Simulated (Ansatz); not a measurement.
F$_{2}$H$_{3}$O$_{2}$Si$_{2}$, SMILES `O[SiH][Si](O)(F)F` radical. The species carries charge 0 and has multiplicity 2. Geometry: relaxed with PBE0-D4/def2-TZVP. It is one conformer, not always the lowest.

```xyz
9

O     0.521    0.062   -2.248
Si   -0.492    0.861   -1.216
Si   -0.344   -0.045    0.927
O     1.247   -0.320    1.136
F    -0.896    0.973    2.017
F    -1.144   -1.392    1.218
H     1.399   -0.131   -1.911
H    -1.847    0.802   -1.824
H     1.556   -0.809    1.901
```

Question: What is the dipole moment at r2SCAN/def2-TZVPP? (Best estimate.)

Answer: The calculation gave: 2.07 D, with components (1.99, -0.41, 0.37) D in this frame, pointing from negative to positive charge.

Question: And with PBE, B3LYP, ωB97M-V? (An estimate is asked.)

Answer: The calculation gave: PBE 2.05 D, B3LYP 2.01 D, ωB97M-V 2.03 D.

Question: Give the Mulliken charges with r2SCAN, ωB97M-V, PBE in def2-TZVPP. (Estimate.)

Answer: Computed: 
```csv
atom,r2SCAN,ωB97M-V,PBE
O1,-0.38,-0.34,-0.32
Si2,0.23,0.17,0.16
Si3,0.80,0.77,0.68
O4,-0.41,-0.38,-0.35
F5,-0.31,-0.30,-0.26
F6,-0.30,-0.30,-0.26
H7,0.21,0.19,0.20
H8,-0.05,-0.01,-0.04
H9,0.21,0.19,0.20
```

B3LYP here is the variant with VWN-RPA as its local correlation; programs differ in this.
